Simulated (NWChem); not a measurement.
System: C5H6; SMILES C#CC(=C)C

The following NWChem deck was run.

```
start job
memory heap 200 mb stack 900 mb global 1100 mb
geometry units angstroms noautoz
  C     -0.038322    -2.215431     0.000000
  C      0.057021    -1.005181     0.000000
  C      0.114031     0.426886     0.000000
  C      1.295984     1.067063     0.000000
  C     -1.208039     1.144233     0.000000
  H     -0.109184    -3.287428     0.000000
  H      2.239828     0.518182     0.000000
  H      1.338505     2.159309     0.000000
  H     -1.802127     0.865752    -0.884672
  H     -1.802127     0.865752     0.884672
  H     -1.066885     2.233840     0.000000
end
basis spherical
  * library 3-21g
end
dft
  xc b3lyp
  iterations 150
  mulliken
end
task dft energy
```

Structure relaxed at the PBE0/def2-SVP level.

What results follow from this input? (B3LYP/3-21G.) Quantities: basis functions; energy (Ha); highest occupied level (eV); orbital gap (eV); dipole (D).


```yaml
number_of_basis_functions: 57
energy (Ha): -192.99
highest occupied level (eV): -6.49
orbital gap (eV): 6.06
dipole (D): 0.46
```
